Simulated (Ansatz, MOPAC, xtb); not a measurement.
Spectroscopic constants of MgC-, multiplicity 4 (lowest of 2S+1 = 2, 4 at CCSD(T)/def2-TZVPP on PBE0 minima; our sources give no spin for the ground state, which may be another).

Seven points along R, fitted to fifth degree in 1/R; most abundant isotopes. In def2 and cc sets the state is the lowest found near the PBE0 minimum, followed along R.

Run with Ansatz (Gaussian orbitals); MOPAC for AM1 (differences of heats of formation); xtb for the GFN methods. Values without a source in brackets are computed. The GFN methods have no spin term and hold the electronic entropy of 300 K.

```
level                 r_e (Å)  ω_e (cm⁻¹)  ω_e x_e (cm⁻¹)  α_e (cm⁻¹)
--------------------  -------  ----------  --------------  ----------
AM1                     2.116         656             3.5      0.0031
GFN2-xTB                2.107         456             4.3      0.0078
SVWN5/def2-TZVPP        2.161         452             4.9      0.0064
PBE/def2-TZVPP          2.198         425             5.1      0.0066
r2SCAN/def2-TZVPP       2.195         433             4.8      0.0062
B97M-V/def2-TZVPP       2.201         422             5.0      0.0065
B3LYP/def2-TZVPP        2.206         414             5.0      0.0067
PBE0/def2-TZVPP         2.201         422             4.8      0.0064
BHLYP/def2-TZVPP        2.207         414             4.8      0.0065
CAM-B3LYP/def2-TZVPP    2.204         413             4.8      0.0066
wB97X-V/def2-TZVPP      2.217         413             4.5      0.0062
wB97M-V/def2-TZVPP      2.237         388             4.6      0.0067
B2PLYP/def2-TZVPP       2.209         415             4.7      0.0064
CCSD/def2-TZVPP         2.212         420             4.3      0.0060
CCSD/def2-QZVPP         2.190         423             5.1      0.0069
CCSD(T)/def2-TZVPP      2.206         425             4.3      0.0060
CCSD(T)/def2-QZVPP      2.186         428             5.1      0.0069
```

Correlated levels freeze the inner cores; with def2 sets outer-core shells near the valence are correlated too. The state that AM1 reach isn't checked.

Ansatz is a first-principles code.
